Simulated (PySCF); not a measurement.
**Working out the ionisation energy of Cl(2+)**

Cl(2+) [Ne] 3s2 3p3 (4S) → Cl(3+) [Ne] 3s2 3p2 (3P). All numbers are calculated (PySCF 2.14, the non-relativistic Hamiltonian (point nucleus), in def2-SVP (4s3p1d, 18 functions)). Frozen: [Ne]. Energies in hartree (1 hartree = 27.21139 eV):

```
            part  Cl(2+) (lower)  Cl(3+) (upper)
             UHF     -458.050795     -456.620249
CCSD correlation       -0.091682       -0.079277
             (T)       -0.000856       -0.000812
```

Q: What does Hartree-Fock give?

A: (-456.620249) − (-458.050795) = 1.430546 hartree = 38.927 eV.

Q: What do CCSD and CCSD(T) give?

A: The CCSD correlation energies differ by 0.012405 hartree = 0.338 eV and the triples by 0.000044 hartree = 0.001 eV, so CCSD gives 39.265 eV and CCSD(T) 39.266 eV.

Reference: 39.8 ± 0.11 eV (semi-empirical (NIST evaluation); NIST Atomic Spectra Database, ionization energies), between the lowest levels; spin-orbit coupling is absent from the calculation.

A double-zeta basis recovers only part of the correlation energy.

What remains against the reference includes basis incompleteness, the frozen core and higher excitations.
